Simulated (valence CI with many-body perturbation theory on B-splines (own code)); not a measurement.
# Ga17+: calculated level list

Method: relativistic CI+MBPT: four valence electrons over a frozen Dirac-Fock core [Ne], a basis of 9 s, 9 p, 8 d, 6 f, 3 g, 1 h functions for each j, with the one-electron correlation potential Σ1, the two-electron term Σ2, the three-electron term Σ3, Breit, model QED; selected CI, second order for the rest (own B-spline code, finite nucleus).

No measured levels were compared; by estimate levels of excited configurations hold to 0.05 to 0.15 % of their energy, terms of the ground configuration to about 0.5 %.

Levels 1 to 35 of 35, with energies above the lowest level, 3s2 3p2 3P_0. "Leading %" is the weight of the configuration and term that name the level; weights of strongly mixed levels are sums over their largest components and can fall short.

| No. | Configuration | Term | J | E (cm⁻¹) | Leading % | Second component | g |
| --- | --- | --- | --- | --- | --- | --- | --- |
| 1 | 3s2 3p2 | 3P | 0 | 0 | 89 | 8 % 3s2 3p2 1S |  |
| 2 | 3s2 3p2 | 3P | 1 | 28079 | 97 |  | 1.500 |
| 3 | 3s2 3p2 | 3P | 2 | 45746 | 73 | 24 % 3s2 3p2 1D | 1.375 |
| 4 | 3s2 3p2 | 1D | 2 | 94891 | 73 | 24 % 3s2 3p2 3P | 1.123 |
| 5 | 3s2 3p2 | 1S | 0 | 151850 | 88 | 8 % 3s2 3p2 3P |  |
| 6 | 3s 3p3 | 5S° | 2 | 323520 | 95 |  | 1.979 |
| 7 | 3s 3p3 | 3D° | 1 | 415340 | 78 | 10 % 3s2 3p 3d 3D° | 0.601 |
| 8 | 3s 3p3 | 3D° | 2 | 416550 | 75 | 11 % 3s 3p3 3P° | 1.218 |
| 9 | 3s 3p3 | 3D° | 3 | 427220 | 88 | 10 % 3s2 3p 3d 3D° | 1.332 |
| 10 | 3s 3p3 | 3P° | 0 | 477530 | 90 | 9 % 3s2 3p 3d 3P° |  |
| 11 | 3s 3p3 | 3P° | 1 | 480760 | 79 | 8 % 3s2 3p 3d 3P° | 1.416 |
| 12 | 3s 3p3 | 3P° | 2 | 482540 | 57 | 12 % 3s 3p3 1D° | 1.370 |
| 13 | 3s 3p3 | 1D° | 2 | 525630 | 42 | 35 % 3s2 3p 3d 1D° | 1.089 |
| 14 | 3s 3p3 | 3S° | 1 | 581070 | 65 | 28 % 3s 3p3 1P° | 1.677 |
| 15 | 3s2 3p 3d | 3F° | 2 | 593120 | 93 |  | 0.681 |
| 16 | 3s2 3p 3d | 3F° | 3 | 609500 | 95 |  | 1.086 |
| 17 | 3s 3p3 | 1P° | 1 | 630250 | 57 | 29 % 3s 3p3 3S° | 1.299 |
| 18 | 3s2 3p 3d | 3F° | 4 | 636690 | 98 |  | 1.249 |
| 19 | 3s2 3p 3d | 3P° | 2 | 665920 | 47 | 16 % 3s2 3p 3d 1D° | 1.289 |
| 20 | 3s2 3p 3d | 3D° | 1 | 677510 | 51 | 32 % 3s2 3p 3d 3P° | 0.889 |
| 21 | 3s2 3p 3d | 1D° | 2 | 697280 | 35 | 27 % 3s2 3p 3d 3D° | 1.082 |
| 22 | 3s2 3p 3d | 3P° | 0 | 701950 | 88 | 9 % 3s 3p3 3P° |  |
| 23 | 3s2 3p 3d | 3P° | 1 | 707760 | 54 | 32 % 3s2 3p 3d 3D° | 1.123 |
| 24 | 3s2 3p 3d | 3D° | 3 | 708670 | 83 | 9 % 3s 3p3 3D° | 1.317 |
| 25 | 3s2 3p 3d | 3D° | 2 | 713460 | 44 | 34 % 3s2 3p 3d 3P° | 1.284 |
| 26 | 3s2 3p 3d | 1F° | 3 | 770460 | 93 |  | 1.010 |
| 27 | 3s2 3p 3d | 1P° | 1 | 791210 | 82 | 10 % 3s 3p3 1P° | 0.987 |
| 28 | 3p4 | 3P | 2 | 845270 | 50 | 28 % 3s 3p2 3d 3P | 1.410 |
| 29 | 3p4 | 3P | 1 | 877660 | 36 | 29 % 3s 3p2 3d 5F | 1.051 |
| 30 | 3p4 | 3P | 0 | 880760 | 52 | 32 % 3s 3p2 3d 3P |  |
| 31 | 3s 3p2 3d | 5F | 1 | 881590 | 66 | 19 % 3p4 3P | 0.496 |
| 32 | 3s 3p2 3d | 5F | 2 | 885980 | 89 | 7 % 3s 3p2 3d 5D | 1.040 |
| 33 | 3p4 | 1D | 2 | 894580 | 52 | 23 % 3s 3p2 3d 1D | 1.086 |
| 34 | 3s 3p2 3d | 5F | 3 | 895330 | 87 | 11 % 3s 3p2 3d 5D | 1.278 |
| 35 | 3s 3p2 3d | 5F | 4 | 909160 | 90 | 9 % 3s 3p2 3d 5D | 1.360 |

Names give the largest LS component (configuration and term), which can be under half, so a name can repeat, a term be missing and a line seem to break the LS rules; names also repeat where a configuration has a term twice.

Where two levels of one J and parity lie close, their mixing, g and order are uncertain.

The ionisation energy to 3s2 3p 2P°_1/2 of the next ion comes out as 639.21 eV (NIST: 640 ± 1.5 eV (semi-empirical)). All 35 levels together are meant to be complete up to 916840 cm⁻¹.
